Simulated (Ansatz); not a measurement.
Name a neutral molecule of C, N, O, Si and H with HOMO–LUMO gap (ωB97M-V/def2-TZVPP) between 9.75 and 10.05 eV and HOMO energy (B3LYP/def2-TZVPP) between -6.65 and -6.35 eV (Ansatz, PBE0-D4/def2-TZVP geometry).

`N[SiH](C=O)CO` (9.78 eV, -6.50 eV); `O[SiH]1C=N[SiH2]1` (9.76 eV, -6.57 eV). Other molecules can fit too; these were computed, each in one conformer that needn't be the lowest.

B3LYP here is the variant with VWN-RPA as its local correlation; programs differ in this.
